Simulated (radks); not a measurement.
The numbers below are computed, except where a source is named.
All-electron atom: Yb2+ in [Xe] 4f14. Code: a radial shooting solver on a logarithmic mesh with Libxc functionals. Model: Dirac Kohn-Sham, PBE, spin-unpolarised, spherical densities, finite nucleus; Fermi nuclear charge, rms radius 5.3108 fm.

Spin-orbit splittings of the eigenvalues, e(l+1/2) - e(l-1/2), with zeta = 2 splitting/(2l+1) and mean radii in bohr:

shell  occ.  splitting (eV)  zeta (eV)  <r> j=l-1/2  <r> j=l+1/2
2p        6            1047      698.0      0.06872      0.07622
3p        6           222.2      148.2       0.2061       0.2201
3d       10           48.56      19.42       0.1935       0.1978
4p        6           50.28      33.52       0.4957       0.5281
4d       10           9.152      3.661       0.5536       0.5651
4f       14               ?          ?       0.7695       0.7902
5p        6           6.130      4.087        1.363        1.476

Estimate the 4f splitting.

Answer. 1.320 eV (zeta = 0.3770 eV).
